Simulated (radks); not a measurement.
Results of a calculation; reference values are marked as such.
Question: These are the eigenvalues of the occupied orbitals of an atom or ion with whole-number occupations (Ry). Code: a radial shooting solver on a logarithmic mesh with Libxc functionals. Model: scalar-relativistic Kohn-Sham, SCAN, spin-polarised, spherical densities, finite nucleus; meta-GGA in the generalised Kohn-Sham scheme; Fermi nuclear charge, rms radius of each element as measured or else 0.836 A^(1/3) + 0.57 fm.

1s: -402.3665
2s: -51.12930
2p: -43.65338
3s: -10.88733
3p: -8.79201
3d: -5.56748

Which element is it, and in what charge state? The configuration may be excited.

Answer: Z = 23, vanadium, charge +5: V5+ in [Ne] 3s2 3d(up 1, down 1) 3p(up 2, down 2). The list shows which subshells hold electrons but not how many an open one holds; the 1s level, -201.18 hartree, gives Z - s = 20.1 by -(Z - s)^2/2, which with screening and relativity narrows Z to a few neighbours, and the depths of the outer levels then fix element, charge and occupations together.
